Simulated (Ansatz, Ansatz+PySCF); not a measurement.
```yaml
atoms:
  - { symbol: C, position_ang: [-0.0459, -0.0186, -0.6445] }
  - { symbol: F, position_ang: [-0.0036, -0.0098, 0.7430] }
  - { symbol: H, position_ang: [0.0278, -1.1189, -0.9845] }
  - { symbol: H, position_ang: [-0.8809, 0.5143, -1.0296] }
  - { symbol: H, position_ang: [0.8717, 0.4695, -1.0315] }
```

Basis set: def2-SVP (spherical functions). Frozen core: 2 orbitals. Charge 0, multiplicity 1.

Computed with Ansatz (development build ahead of 0.2.0); each method stands on the lowest determinant of its kind that the runs found. Restricted open shells among the atoms or ions are ROHF, correlated in semicanonical orbitals with singles.

The atomization energy at this shape (free ground-state atoms in the same class of orbitals less the molecule, no zero-point energy) of singlet CH₃F:

| method | atomization energy |
| --- | --- |
| RHF | 1324.8 kJ/mol |

Q: What does RHF-MP2 give?

A: 1685.2 kJ/mol.
